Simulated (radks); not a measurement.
The numbers below are computed, except where a source is named.
Task: Species: Nd44+. Configuration: [Ne] 3s2 3p4 (the NIST ground configuration). Level of theory: scalar-relativistic Kohn-Sham, PBE, spin-unpolarised, spherical densities, point nucleus (a radial shooting solver on a logarithmic mesh with Libxc functionals). Some entries of the table are withheld. Estimate them.

| orbital | occ. | eigenvalue (Ry) | <r^2> (bohr^2) | r(max) (bohr) |
|---|---|---|---|---|
| 1s | 2 | -3396.427 | 0.0007594 | 0.01509 |
| 2s | 2 | -714.4987 | 0.01173 | 0.08503 |
| 2p | 6 | -661.4999 | 0.009328 | (1) |
| 3s | 2 | -278.2705 | (2) | 0.2300 |
| 3p | 4 | -261.9433 | 0.06463 | 0.2223 |
| 3d | 0 | (3) | 0.05025 | 0.1767 |
| 4s | 0 | (4) | (5) | 0.4602 |

Result: 
(1) 2p r(max) (bohr): 0.06848
(2) 3s <r^2> (bohr^2): 0.06729
(3) 3d eigenvalue (Ry): -244.1274
(4) 4s eigenvalue (Ry): -145.9531
(5) 4s <r^2> (bohr^2): 0.2346
